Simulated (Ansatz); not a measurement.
`N[SiH2]C[SiH](N)Cl`, relaxed with RKS PBE0-D4/def2-TZVP in Ansatz from a GFN2-xTB geometry. The force threshold is 0.005 eV/Å; the program also tests the step.

Charge 0, multiplicity 1.

Start:

```xyz
15

N    -1.737    0.464    0.942
Si   -1.605   -0.701   -0.315
C     0.231   -1.187   -0.391
Si    1.425    0.254   -0.637
N     1.317    1.280    0.748
Cl    3.317   -0.471   -0.934
H    -1.025    1.178    0.991
H    -2.641    0.855    1.153
H    -2.027   -0.261   -1.657
H    -2.433   -1.836    0.103
H     0.489   -1.720    0.524
H     0.362   -1.902   -1.201
H     1.140    1.119   -1.779
H     1.262    0.846    1.656
H     1.925    2.083    0.798
```

```json
{"step": "1", "energy (eV)": "-32432.7408", "largest force (eV/Å)": "0.875", "largest move (Å)": "0.000"}
{"step": "2", "energy (eV)": "-32432.7991", "largest force (eV/Å)": "0.320", "largest move (Å)": "0.122"}
{"step": "3", "energy (eV)": "-32432.8089", "largest force (eV/Å)": "0.093", "largest move (Å)": "0.052"}
{"step": "4", "energy (eV)": "-32432.8111", "largest force (eV/Å)": "0.079", "largest move (Å)": "0.032"}
{"step": "5", "energy (eV)": "-32432.8130", "largest force (eV/Å)": "0.036", "largest move (Å)": "0.031"}
{"step": "6", "energy (eV)": "-32432.8137", "largest force (eV/Å)": "0.081", "largest move (Å)": "0.074"}
{"step": "7", "energy (eV)": "-32432.8150", "largest force (eV/Å)": "0.028", "largest move (Å)": "0.028"}
{"step": "8", "energy (eV)": "-32432.8153", "largest force (eV/Å)": "0.025", "largest move (Å)": "0.023"}
{"step": "9", "energy (eV)": "-32432.8156", "largest force (eV/Å)": "0.025", "largest move (Å)": "0.031"}
{"step": "10", "energy (eV)": "-32432.8158", "largest force (eV/Å)": "0.013", "largest move (Å)": "0.025"}
{"step": "11", "energy (eV)": "-32432.8159", "largest force (eV/Å)": "0.015", "largest move (Å)": "0.014"}
{"step": "12", "energy (eV)": "-32432.8159", "largest force (eV/Å)": "0.010", "largest move (Å)": "0.006"}
{"step": "13", "energy (eV)": "-32432.8159", "largest force (eV/Å)": "0.004", "largest move (Å)": "0.003"}
```

End:

```xyz
15

N    -1.749    0.426    1.029
Si   -1.564   -0.644   -0.304
C     0.230   -1.177   -0.392
Si    1.435    0.206   -0.622
N     1.294    1.310    0.685
Cl    3.343   -0.600   -0.804
H    -1.137    1.229    1.064
H    -2.672    0.649    1.365
H    -1.922   -0.079   -1.642
H    -2.462   -1.806   -0.066
H     0.487   -1.724    0.522
H     0.354   -1.873   -1.229
H     1.221    0.975   -1.868
H     1.322    0.939    1.624
H     1.822    2.169    0.639
```

Run time 37 s (2 threads of an AMD EPYC 7R13 on a shared host and a share of an NVIDIA H100 80 GB); peak host memory 0.89 GiB.
